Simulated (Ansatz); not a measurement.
Input file for Ansatz (a quantum-chemistry and plane-wave program): R-PBE/def2-TZVPPD on C2H4F2O (a complex), monomers drawn apart or pushed together. Files ending in .json are basis or fitting sets from the Basis Set Exchange.

Ansatz 0.2 input:
```yaml
crystal:
  periodic: [false, false, false]
  atoms:
    - {symbol: C, position_ang: [-0.33213211, -0.10086546, -0.01567939]}
    - {symbol: O, position_ang: [0.64597051, -0.71396437, 0.31739458]}
    - {symbol: H, position_ang: [-0.54541780, 0.11585582, -1.07976486]}
    - {symbol: H, position_ang: [-1.06458301, 0.27577816, 0.71961310]}
    - {symbol: F, position_ang: [-0.45102940, 0.85302116, 5.18486983]}
    - {symbol: C, position_ang: [-0.37505159, -0.49759988, 5.37766116]}
    - {symbol: F, position_ang: [-1.58361729, -1.03868888, 5.04084655]}
    - {symbol: H, position_ang: [-0.19471912, -0.68610362, 6.43682200]}
    - {symbol: H, position_ang: [0.38285385, -0.90039302, 4.70854750]}
basis:
  gaussian:
    orbitals: def2-TZVPPD.json
hamiltonian:
  xc: {name: PBE}
scf: {lower_state_search: off}
```

It printed:

```
WARN ansatz: RAYON_NUM_THREADS=1 ignored (pool sized by the plan → 1); use --threads N
Functional definition: PBE
these checks for a lower state are left out or cut short: stability, starts, cluster_reference, orbital_swaps, neighbouring_geometries, increment
integrals: 0.15 GiB planned
1162 factors; their error is unknown
mean field: 1.12 GiB planned
mean field evaluation 1: about -9607.1317 eV, gradient 5.7e1 eV
mean field evaluation 2: about -9591.1348 eV, gradient 1.1e2 eV
mean field evaluation 4: about -9613.1251 eV, gradient 5.2e0 eV
mean field evaluation 8: about -9613.1744 eV, gradient 1.5e-1 eV
mean field evaluation 16: about -9613.1439 eV, gradient 6.3e-4 eV
mean field -9613.14390394 eV, -353.2765224469 hartree, gradient 2.3e-6 eV, S^2 0.000000; 0 other end points of the search recorded, 0 dependent functions left out
reference -9613.14397320 eV, -353.2765249922 hartree; 21, 21 occupied and 241, 241 virtual orbitals, 1162 factors
Total energy: -9613.14397320 eV, -353.2765249922 hartree
Checks for a lower state left out: stability, starts, cluster_reference, orbital_swaps, neighbouring_geometries, increment
```

The run converged.

Cost: roughly 2.7 core-seconds.
